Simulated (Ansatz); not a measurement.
One change: `O[CH](F)[GeH2][F]` becomes `N[SiH2]C(O)F`.

Ansatz, PBE0-D4/def2-TZVP geometries, multiplicity 1. Each molecule was computed in one conformer, which needn't be the lowest.

Scalar relativity is left out up to krypton.

```tsv
property	`O[CH](F)[GeH2][F]`
size of the dipole moment (ωB97M-V/def2-TZVPP) / D	2.72
LUMO energy (B3LYP/def2-TZVPP) / eV	-0.43
LUMO energy (ωB97M-V/def2-TZVPP) / eV	1.64
HOMO energy (PBE/def2-TZVPP) / eV	-7.05
LUMO energy (PBE0/def2-TZVPP) / eV	-0.13
HOMO energy (B3LYP/def2-TZVPP) / eV	-8.36
```

Question: What does the change do to each property? (Best estimate.)

Answer: Ansatz gave: 
```tsv
property	`N[SiH2]C(O)F`	shift
size of the dipole moment (ωB97M-V/def2-TZVPP) / D	3.17	0.45
LUMO energy (B3LYP/def2-TZVPP) / eV	-0.27	0.16
LUMO energy (ωB97M-V/def2-TZVPP) / eV	1.54	-0.10
HOMO energy (PBE/def2-TZVPP) / eV	-6.34	0.71
LUMO energy (PBE0/def2-TZVPP) / eV	0.02	0.15
HOMO energy (B3LYP/def2-TZVPP) / eV	-7.60	0.76
```

With PBE0 the HOMO rises by 0.76 eV and the LUMO rises by 0.15 eV, so the gap narrows by about 0.61 eV. PBE moves the HOMO by 0.71 eV and ωB97M-V by 0.72 eV. Dipoles are sizes alone; their direction can turn.

B3LYP here is the variant with VWN-RPA as its local correlation; programs differ in this.
